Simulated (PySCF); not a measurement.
Species: SiEt(OAc)3, C8H14O6Si.
SMILES: `CC(O[Si](OC(=O)C)(OC(=O)C)CC)=O`

Theory: PySCF, TDDFT B3LYP/def2-SVPD, vertical, gas phase, core orbitals frozen in the response. One conformer (not necessarily the lowest) at the PBE0-D3(BJ)/def2-SVP geometry, without solvent, vibrations or thermal averaging.

```
state  E (eV)  λ (nm)  ν̃ (cm⁻¹)       f     main configurations (H = HOMO, L = LUMO)
   S1    5.67   218.6      45750  0.0010          H→L+1 (37%), H→L+2 (29%), H→L (24%)
   S2    5.71   217.1      46070  0.0007       H-2→L (53%), H-1→L (22%), H-1→L+1 (9%)
   S3    5.74   215.9      46330  0.0006  H-1→L+1 (42%), H-1→L+2 (25%), H-2→L+1 (15%)
   S4    6.63   187.1      53460  0.0030          H→L+1 (57%), H→L+2 (24%), H→L (10%)
   S5    6.71   184.7      54140  0.0031    H-1→L (41%), H-1→L+2 (24%), H-1→L+1 (11%)
   S6    6.77   183.1      54610  0.0019                       H→L (52%), H→L+2 (38%)
   S7    6.91   179.5      55720  0.0072      H-1→L+1 (29%), H-2→L (26%), H-1→L (18%)
   S8    6.93   178.8      55920  0.0010    H-2→L+1 (72%), H-1→L+2 (12%), H-1→L (10%)
   S9    7.16   173.2      57750  0.0045                 H-2→L+2 (75%), H-1→L+2 (14%)
  S10    7.25   170.9      58510   0.024                                  H→L+3 (87%)
```

Triplets, Tamm–Dancoff:

```tsv
state	E (eV)	λ (nm)	main configurations (H = HOMO, L = LUMO)
T1	5.17	239.7	H→L+2 (34%), H→L+1 (33%), H→L (23%)
T2	5.21	238.1	H-2→L (53%), H-1→L (22%)
T3	5.25	236.0	H-1→L+1 (40%), H-1→L+2 (27%), H-2→L+1 (14%)
T4	6.17	201.0	H-4→L+1 (31%), H-4→L+2 (9%), H-6→L+2 (9%)
```

The lowest singlet comes at 219 nm (547 kJ/mol) in the ultraviolet; it is very weak; its leading configuration is HOMO→LUMO+1 (37%). The most intense listed level is S10 at 7.25 eV (171 nm, f = 0.024), 1.58 eV above S1. It is the last of those listed, so stronger ones may follow. Löwdin shares by element: HOMO oxygen 68% or more, carbon 14% or more (atoms not listed hold the other 18%); LUMO carbon 36% or more, oxygen 31% or more (atoms not listed hold the other 33%). The listed states span 1.58 eV, and the widest gap between neighbours is 0.88 eV (S3 to S4). Orbital energies (eV): HOMO-3 -8.73, HOMO-2 -8.10, HOMO-1 -7.95, HOMO -7.89, LUMO -0.53, LUMO+1 -0.49, LUMO+2 -0.27. Of the 10 states listed, 1 reaches f = 0.01 and none stays under 0.0005. The window holds the lowest 10 singlets.

Time: 3.0 min wall, 6.4 min CPU (with the writing of density and orbital grids); peak memory 2.8 GiB. Hardware: an Intel Xeon at 2.60 GHz with 2 threads, shared host with 96 logical CPUs at a one-minute load of 10.
